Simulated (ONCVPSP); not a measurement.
**molybdenum (Mo) ONCV: all-electron and pseudo phase curves**

- Element: molybdenum
- Generator: ONCVPSP 4.0.1
- Type: optimised norm-conserving Vanderbilt (ONCV)
- Functional: BLYP
- Relativity: scalar-relativistic
- Frozen core: [Ar] 3d10 4s2
- Valence charge: 12
- Reference configuration: 4p6 4d5 5s1
- Partial waves: 5s: rc 2.90 bohr, ncon 4, nbas 9, qcut 1.8 1/bohr, 1 projector; 4p: rc 1.95 bohr, ncon 3, nbas 7, qcut 7.3 1/bohr, 2 projectors, debl 1.2 Ha; 4d: rc 1.55 bohr, ncon 4, nbas 7, qcut 5.4 1/bohr, 2 projectors, debl 2.3 Ha
- Local potential: polynomial inside 1.35 bohr (lpopt 3, dvloc0 0 Ha)
- Core correction: Teter function fitted to the true core (icmod 2), fcfact 0.45

In the p channel the program set the typed energies aside and used -1.409, 0.250 Ha.

The phase is arctan(r·R′/R) of the radial function R(r), unwrapped; energies in Ha, scanned from -3 to 5 Ha. A pole is an energy at which the radial function vanishes at the test radius. The pseudo phase is shifted by a multiple of π to meet the all-electron one at the reference energy, and phase errors are pseudo minus all-electron; the curves can meet again beyond the range given. Levels narrower than the energy grid can be missing from the lists of poles.

| channel | radius (bohr) | reference energy (Ha) | poles, all-electron | poles, pseudo | unbroken range about the reference energy with phases within 0.05 rad | phase error 1 Ha above the reference energy (rad) |
| --- | --- | --- | --- | --- | --- | --- |
| s | 2.95 | -0.15 | -2.35, 0.78, 4.36 | 0.62, 2.11 | -2.3 to 0.6 | -0.105 |
| p | 1.98 | -1.41 | -1.07, 4.96 | -1.07, 4.84 | the whole range | -0.000 |
| d | 1.57 | -0.13 | 1.92 | 1.92 | the whole range | +0.000 |

Note: ghosts flagged at negative energy: s at -76.4 eV; GHOST(+) flags only above 600 eV. A true bound ghost makes a file unfit for plane-wave use.

Phases in the s channel:

| E (Ha) | all-electron | pseudo |
| --- | --- | --- |
| -2.98 | 1.393 | -1.748 |
| -2.76 | 1.382 | -1.747 |
| -2.54 | 1.364 | -1.765 |
| -2.32 | -1.729 | -1.779 |
| -2.10 | -1.785 | -1.795 |
| -1.88 | -1.808 | -1.815 |
| -1.66 | -1.834 | -1.841 |
| -1.44 | -1.869 | -1.875 |
| -1.22 | -1.917 | -1.925 |
| -1.00 | -1.992 | -2.001 |
| -0.78 | -2.125 | -2.136 |
| -0.56 | -2.414 | -2.428 |
| -0.34 | -3.147 | -3.156 |
| -0.12 | -4.013 | -4.013 |
| 0.10 | -4.383 | -4.390 |
| 0.32 | -4.547 | -4.564 |
| 0.54 | -4.641 | -4.675 |
| 0.76 | -4.707 | -4.780 |
| 0.98 | -4.763 | -4.962 |
| 1.20 | -4.818 | -6.187 |
| 1.42 | -4.883 | -7.552 |
| 1.64 | -4.979 | -7.728 |
| 1.86 | -5.160 | -7.801 |
| 2.08 | -5.659 | -7.849 |
| 2.30 | -6.811 | -7.889 |
| 2.52 | -7.376 | -7.927 |
| 2.74 | -7.569 | -7.972 |
| 2.96 | -7.663 | -8.032 |
| 3.18 | -7.719 | -8.130 |
| 3.40 | -7.757 | -8.346 |
| 3.62 | -7.786 | -9.084 |
| 3.84 | -7.810 | -10.270 |
| 4.06 | -7.830 | -10.638 |
| 4.28 | -7.848 | -10.772 |
| 4.50 | -7.865 | -10.841 |
| 4.72 | -7.883 | -10.884 |
| 4.94 | -7.901 | -10.915 |
